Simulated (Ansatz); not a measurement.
Basis-set extrapolation for `[CH3][AlH][NH]C[SiH3]` (PBE0-D4/def2-TZVP geometry, frozen core, the Gaussian-basis code of Ansatz). Multiplicity 1, RHF reference.

|  | def2-TZVPP | def2-QZVPP |
| --- | --- | --- |
| HF | -666.952645 | -666.975731 |
| MP2 correlation | -0.777974 | -0.830172 |
| CCSD(T) correlation | -0.872366 | not run |

Energies in hartree. Use E(X) = E(∞) + A·exp(−7.88·√X) for Hartree–Fock and E(X) = E(∞) + B·X^(−2.97) for correlation, with X = 3 and 4, and add CCSD(T) minus MP2 of the smaller set to the MP2 limit.

**Question.** What is the CCSD(T) energy at the basis-set limit?

**Answer.** HF limit: -666.975731 + (-0.023086) × 0.13774 = -666.97891. MP2 limit: -0.830172 + (-0.052198) × 0.74074 = -0.86884. Higher-order term: -0.872366 − (-0.777974) = -0.09439. Total: -667.94214 hartree, 73.5 kcal/mol below CCSD(T)/def2-TZVPP.
